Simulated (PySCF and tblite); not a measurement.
Results of a calculation; reference values are marked as such.
Barrier and rate of a pyramidal inversion

System: C₂H₇GeN, numbered as in [GeH3:1][N:2]1[CH2:3][CH2:4]1.

Motion: pyramidal inversion at N2. Level: PBE0/pcSseg-1 + D3(BJ) on B3LYP-D3(BJ)/def2-SVP stationary points, with GFN2-xTB thermal terms. Rates follow Eyring's equation with the number of equivalent paths and no tunnelling. Shieldings: GIAO at the same DFT level; methyl-like tops are averaged, other torsions stay as in the two minima; line shapes leave out couplings; of unlike H on one atom, [a] is the less shielded. Programs: tblite and PySCF.

| point | symmetry | E(GFN2) kcal/mol | E(DFT) kcal/mol | ZPE change kcal/mol | lowest mode cm⁻¹ | dipole D |
| --- | --- | --- | --- | --- | --- | --- |
| start | Cs | 0.0 | 0.0 | 0.00 | 127 | 1.09 |
| saddle | Cs | 4.2 | 6.3 | -0.48 | 211i | 0.42 |
| end | Cs | 0.0 | 0.0 | 0.00 | 126 | 1.09 |

| Property | Result |
| --- | --- |
| Electronic barrier | 6.3 kcal/mol |
| Barrier with zero-point energy | 5.8 kcal/mol |
| ΔH‡ (298 K) | 5.5 kcal/mol |
| ΔS‡ (298 K, symmetry apart) | -1.7 cal/(mol K) |
| Paths | 2 equivalent paths |
| End point | the same structure with atoms interchanged, or its mirror image |
| Mean lifetime of the start against this motion at 298 K | 2.1 ns |
| Cost | 68 s on 1 thread of AMD EPYC 7B13, shared host (rough), peak memory 0.66 GiB, launched as `OMP_NUM_THREADS=1 python ens_run.py task.json out` |

```json
{"T/K": "150", "ΔG‡ kcal/mol": "5.8", "k s⁻¹": "2.2×10⁴"}
{"T/K": "200", "ΔG‡ kcal/mol": "5.8", "k s⁻¹": "3.4×10⁶"}
{"T/K": "250", "ΔG‡ kcal/mol": "5.9", "k s⁻¹": "6.9×10⁷"}
{"T/K": "298", "ΔG‡ kcal/mol": "6.0", "k s⁻¹": "4.8×10⁸"}
{"T/K": "350", "ΔG‡ kcal/mol": "6.1", "k s⁻¹": "2.2×10⁹"}
{"T/K": "400", "ΔG‡ kcal/mol": "6.3", "k s⁻¹": "6.3×10⁹"}
{"T/K": "500", "ΔG‡ kcal/mol": "6.6", "k s⁻¹": "2.8×10¹⁰"}
```

ΔG and ΔG‡ leave out symmetry numbers and mirror images; rates count paths: 2 out.

Sites that the motion interchanges:

```csv
nucleus,site,ppm,scale
¹H,"H on C3, H on C4 [a]",29.43,shielding σ
¹H,"H on C3, H on C4 [b]",29.96,shielding σ
```

```csv
nucleus,sites,¹H MHz,spread Hz,coalescence K,k there s⁻¹
¹H,"H on C3, H on C4 [a] / H on C3, H on C4 [b]",60,32,117,71
¹H,"H on C3, H on C4 [a] / H on C3, H on C4 [b]",90,48,119,107
¹H,"H on C3, H on C4 [a] / H on C3, H on C4 [b]",300,161,124,356
```

Coalescence temperatures outside 150 to 500 K extrapolate the thermal terms and ignore freezing or boiling of a solvent. Spin–orbit effects of heavy atoms on shieldings are missing.
